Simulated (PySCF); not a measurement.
**From a computed spectrum to the compound**

A species of 5 atoms with charge -1 has these harmonic modes (PBE0, small Gaussian bases with core potentials, PySCF 2.14.0):

```csv
cm⁻¹,km/mol,symmetry
44,0.8,
117,0.4,
147,4.7,
168,0.5,
196,6.1,
347,5.4,
529,61.7,
593,181.0,
594,21.9,
```

(1) Which species is it, and in which structure?

Results:

(1) [Au2F3]− (singlet):
```xyz
5

Au   -0.0036    0.0309    1.8202
Au   -0.0036    0.0309   -1.8202
F    -0.1120    0.9509    0.0000
F     0.0938   -0.7958    3.5688
F     0.0938   -0.7958   -3.5688
```
Ideal gas at 298.15 K and 1 bar: S = 382.1 J/(mol K), Cp = 93.5 J/(mol K), H − H(0 K) = 21.1 kJ/mol (rigid rotor, harmonic modes, spin degeneracy alone; the modes under 60 cm⁻¹ make these uncertain). 
 The answer isn't unique; the calculation gave this one.
